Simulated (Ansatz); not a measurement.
Reaction (formal exchange of groups at the Si–C bond): `[SiH3]/C=C/C[SiH3]` + `CCSSC` → `CCSS[SiH3]` + `CC/C=C/[SiH3]`

Gas-phase electronic energies from Ansatz, PBE0-D4/def2-TZVP geometries. CCSD(T)/CBS is the MP2 limit (def2-TZVPP, def2-QZVPP) plus CCSD(T) − MP2 in def2-TZVPP, frozen cores. Double bonds are as drawn, so ΔE can hold a change between cis and trans. Functionals use def2-TZVPP. Each species was taken in one conformer, which may not be the lowest.

| level | ΔE (kcal/mol) |
| --- | --- |
| B2PLYP | -13.7 |
| MP2/CBS(def2) | -14.5 |

**Question.** What does CCSD(T)/CBS give? (An estimate is asked.)

**Answer.** The calculation gave: -14.4 kcal/mol. The listed levels differ from it by 0.7, -0.1 kcal/mol.

Largest T1 diagnostic among the species: 0.012.

From PBE to PBE0 (25 % exact exchange), in def2-TZVPP and without D4, ΔE moves by −0.8 kcal/mol.
